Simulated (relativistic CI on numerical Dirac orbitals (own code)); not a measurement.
## Co+: L-alpha,beta X-ray emission

Computed with this model: Dirac-Coulomb-Breit CI, separate exchange-only KLI orbitals for each configuration, a model potential for QED, valence Slater integrals scaled by 0.9, multiplet model of X-ray emission after core ionisation; configurations [Ar] 3d8 → [He] 2s2 2p5 3s2 3p6 3d8 → [Ar] 3d7; 300 K; Lorentzian 0.42 eV and Gaussian 0.5 eV FWHM. Energies are those of the free ion, without screening or charge transfer. S is read from ⟨S²⟩ = S(S + 1).

Field parameters in Wybourne normalisation: D4h B²₀ = −7Ds, B⁴₀ = 21(Dq − Dt), B⁴₄ = 21√(5/14) Dq. The field is a parameter set, without covalency.

Computed curve for D4h, 10Dq = 13700, Ds = 2100, Dt = 80 cm⁻¹, scaled to 100 at the maximum (points under 2 are left out and the grid is thinned):

(Energy (eV), Intensity): (772.8, 2.0), (773.2, 3.0), (773.6, 2.9), (774.0, 3.6), (774.4, 4.9), (774.9, 8.2), (775.3, 12.8), (775.7, 13.8), (776.1, 15.0), (776.5, 25.8), (776.9, 42.9), (777.3, 46.0), (777.7, 51.2), (778.1, 82.9), (778.5, 97.5), (779.0, 86.8), (779.4, 76.5), (779.8, 60.7), (780.2, 50.9), (780.6, 44.5), (781.0, 41.3), (781.4, 34.2), (781.8, 25.6), (782.2, 19.9), (782.6, 14.1), (783.1, 7.7), (783.5, 5.3), (783.9, 3.8), (784.3, 3.1), (784.7, 2.9), (785.1, 2.8), (785.5, 2.4), (785.9, 2.4), (787.1, 2.1), (787.5, 3.2), (788.0, 3.6), (788.4, 3.6), (788.8, 4.2), (789.2, 5.7), (789.6, 8.3), (790.0, 11.1), (790.4, 14.1), (790.8, 19.5), (791.2, 30.4), (791.6, 39.8), (792.1, 47.2), (792.5, 49.2), (792.9, 52.9), (793.3, 59.7), (793.7, 63.0), (794.1, 64.1), (794.5, 45.4), (794.9, 29.6), (795.3, 27.2), (795.7, 19.0), (796.2, 12.7), (796.6, 7.3), (797.0, 4.6), (797.4, 3.1), (797.8, 2.1)

The ground state has S = 1.00, and the centroid lies at 784.84 eV.
